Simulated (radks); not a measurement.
Species: the holmium ion Ho2+. Configuration: [Xe] 4f10 6s1 (not the ground configuration).

Calculated with a radial shooting solver on a logarithmic mesh with Libxc functionals: scalar-relativistic Kohn-Sham, PBEsol, spin-unpolarised, spherical densities, finite nucleus; Fermi nuclear charge, rms radius 5.2022 fm.

Energy parts (eV):
part                      energy
total                 -343140.44
kinetic                371008.48
electron-nucleus      -839472.03
Hartree                132542.03
exchange-correlation    -7218.91

Orbitals (lengths in bohr, moments of r in powers of bohr; r(90%) holds 90 % of the orbital's charge):
\begin{tabular}{lrrr}
orbital & occ. & eigenvalue (eV) & r(90%) \\ \hline
1s & 2 & -55488.81 & 0.0376 \\
2s & 2 & -9302.200 & 0.136 \\
2p & 6 & -8245.770 & 0.127 \\
3s & 2 & -2096.683 & 0.337 \\
3p & 6 & -1773.767 & 0.342 \\
3d & 10 & -1363.477 & 0.323 \\
4s & 2 & -433.3483 & 0.745 \\
4p & 6 & -326.9233 & 0.799 \\
4d & 10 & -183.0755 & 0.894 \\
4f & 10 & -26.2553 & 1.35 \\
5s & 2 & -71.3107 & 1.80 \\
5p & 6 & -45.7992 & 2.14 \\
6s & 1 & -16.7716 & 4.57 \\
\end{tabular}

The highest occupied level is 6s at -16.772 eV. The density falls to 0.001 e/bohr^3 at r = 4.15 bohr.
